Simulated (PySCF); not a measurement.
Computed with PySCF with CAM-B3LYP-D3(BJ)/def2-TZVP. All species are isolated molecules in the gas phase. One relaxed conformer stands for a flexible species; it need not be the lowest. Excitations are Tamm–Dancoff values on a coarser integration grid. The basis has no diffuse functions, so Rydberg states are missing or too high.

Reference species (SMILES): `C=C(Cl)C[SiH3]` (Cl–C–C–Si torsion 74°) (neutral, multiplicity 1).

```json
{
  "brightest of the four lowest singlets (TDA)": "7.00 eV",
  "HOMO–LUMO gap": "9.48 eV",
  "T1 excitation (TDA)": "4.17 eV"
}
```

Changed species: `C/C(Cl)=C\[SiH3]`.

Problem. Give the shifts of the brightest of the four lowest singlets (TDA), HOMO–LUMO gap and T1 excitation (TDA).

Solution. the brightest of the four lowest singlets (TDA) drops by 0.45 eV, to 6.55 eV; the HOMO–LUMO gap falls by 0.37 eV, to 9.11 eV; the T1 excitation (TDA) drops by 0.18 eV, to 3.99 eV.
